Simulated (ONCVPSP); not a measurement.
## Potentials for magnesium compared

Generated with ld1.x 7.5 (TM, RRKJ, ultrasoft, PAW), atompaw 4.2 or ONCVPSP 4.0.1. The cutoff is in Ry: for ld1.x and atompaw files where the sum of valence levels is converged to 10 mRy in a Bessel basis, for ONCV files where the hardest occupied wave has 1 mHa per electron of residual kinetic energy. The error is the largest all-electron minus pseudo excitation energy over each file’s own four to seven test configurations (ionisations up to +4, promotions, holes and added fractions of an electron), all of which were solved. The labels leave out finer settings (local radius, basis sizes, second energies), which also bear on the numbers. Spin-polarised tests are not counted. The rows are a selection from randomly drawn settings: files with unsolved tests, undetermined cutoffs or missed reference levels are left out.

A true bound ghost makes a file unfit for plane-wave use even where its test errors are small: the radial tests pick states by their node count and pass the ghost by.

```csv
potential,cutoff (Ry),largest error (meV),bound ghosts
"ONCV, LDA (Perdew-Zunger), scalar-relativistic, rc 1.00/1.05 (sp), local smoothed, core correction no, reference 2s2 2p6 3s2, qcut 14.1/15.1, projectors 2/2",165,-101,none
"ONCV, PBEsol, non-relativistic, rc 1.00/1.40/1.00 (spd), local d, core correction yes, reference 2s2 2p6 3s1 3p1, qcut 12.9/8.5/8.8, projectors 3/2/0",110,-0.9,none
"ONCV, PBE, scalar-relativistic, rc 1.25/1.10 (sp), local smoothed, core correction yes, reference 2s2 2p6 3s2, qcut 10.8/13.3, projectors 2/3",131,-1.8,none
"ONCV, BLYP, non-relativistic, rc 1.35/0.60/1.45 (spd), local smoothed, core correction no, reference 2s2 2p6 3s2, qcut 8.7/11.3/6.2, projectors 2/1/1",1794,-170,none
"ONCV, PBE, scalar-relativistic, rc 1.05/1.25/1.10 (spd), local smoothed, core correction yes, reference 2s2 2p6 3s1 3p1, qcut 10.4/9.2/10.2, projectors 2/2/2",81,-1.1,none
```

**Question.** Fill in the row for Mg: ONCV, LDA (Perdew-Zunger), scalar-relativistic, rc 2.40/1.05/2.10 (spd), local smoothed, core correction no, reference 2p6 3s1 3p1, qcut 2.5/12/4.7, projectors 2/2/2.

**Answer.** cutoff 131 Ry, largest error +8.8 meV, bound ghosts: none.

**Question.** Fill in the row for Mg: ONCV, LDA (Perdew-Wang 92), scalar-relativistic, rc 1.10/1.25 (sp), local smoothed, core correction no, reference 2s2 2p6 3s1 3p1, qcut 11.3/11.7, projectors 2/2.

**Answer.** cutoff 103 Ry, largest error +397 meV, bound ghosts: none.

**Question.** Fill in the row for Mg: ONCV, PBE, fully relativistic, rc 2.10/3.00/2.25 (spd), local smoothed, core correction yes, reference 3s1, qcut 2.7/3.7/4.6, projectors 3/3/1.

**Answer.** cutoff 8 Ry, largest error +14 meV, bound ghosts: s.
